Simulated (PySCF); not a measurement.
## Exercise with solution: entropy of an ideal gas

PbBr, SMILES [Br][Pb+] (connectivity only; charge and spin as stated), charge +1, multiplicity 1.

The structure is a stationary point at B3LYP-D3(BJ)/def2-TZVP. The multiplicity is an assumed one; other spin states were not compared. The def2 effective core potentials stand for the cores of Pb; spin–orbit coupling is left out.

B3LYP-D3(BJ)/def2-TZVP (PySCF) gives the harmonic wavenumbers 253 cm⁻¹ and the rotational temperature 0.0667 K. The molar mass is 287.10 g/mol, the symmetry number 1, the spin multiplicity 1.

### Question
Work out the entropy at 298.15 K and 1 atm in the rigid-rotor, harmonic-oscillator model.

### Answer

Translation (Sackur–Tetrode at 1 atm): S = R[1.5 ln M + 2.5 ln T − 1.16487] = 179.3 J/(mol K).
Rotation: q = T/(σ θ) = 4470, S = R[ln q + 1] = 78.2 J/(mol K).
Vibration: with u = 1.4388 ν/T, each mode gives R[u/(e^u − 1) − ln(1 − e^−u)]:
```
ν (cm⁻¹)  modes     u  S (J/(mol K))
--------  -----  ----  -------------
253           1  1.22           7.15
```
These are all the modes. Sum 7.2 J/(mol K).
Spin: R ln 1 = 0.0 J/(mol K).
Total 264.7 J/(mol K); the program's own thermochemistry gives 264.7. Translation makes up 68 % and vibration 3 %. Anharmonicity, hindered rotation and orbital degeneracy are left out.
